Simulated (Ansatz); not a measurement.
A made-up structure of Si2H3ClO, singlet:

O1  (-1.151, 1.598, -0.065)
Si2  (-0.329, 0.448, 0.761)
Si3  (1.153, -0.903, -0.228)
Cl4  (0.489, -1.429, -2.131)
H5  (-1.153, 0.299, 1.907)
H6  (0.037, 1.088, 2.053)
H7  (1.236, -2.168, 0.563)
(Å)

It is relaxed with PBE-D4/def2-SVP and then PBE0-D4/def2-TZVP (Ansatz 0.2.0). Atoms count as bonded within 1.22 times the sum of their covalent radii (H–H: 0.88 Å). The end point is not checked to be a true minimum.

Task: Does its bonding change? (A judgement: the text doesn't fix the answer.)

Result: Computed: Yes. Formed: Si3–H5; broken: Si2–H5.

Where it ends: The first stage lowers the energy by 3.80 eV in 22 steps. It ends as Si₂H₃ClO ([O][SiH][SiH2][Cl]):
```
7
angstrom
O -0.5281 2.2330 -0.2275
Si -0.1907 1.1541 0.7885
Si 0.2181 -1.0994 0.2298
Cl 0.0527 -1.3559 -1.7884
H -0.7690 -1.9606 0.9292
H -0.0871 1.4309 2.2554
H 1.5859 -1.4698 0.6737
```

Labels in which every atom is bracketed show which atoms are joined, not bond orders.

For scale, one of the runs: PBE0-D4/def2-TZVP relaxation, 160 basis functions, launched by `ansatz run in.yaml --threads 2 --pin off --events-out ev --progress --plain --max-ram 4352MiB`. Hardware: 2 CPU threads of an Arm Neoverse V1, shared host. Wall time about 64 s.
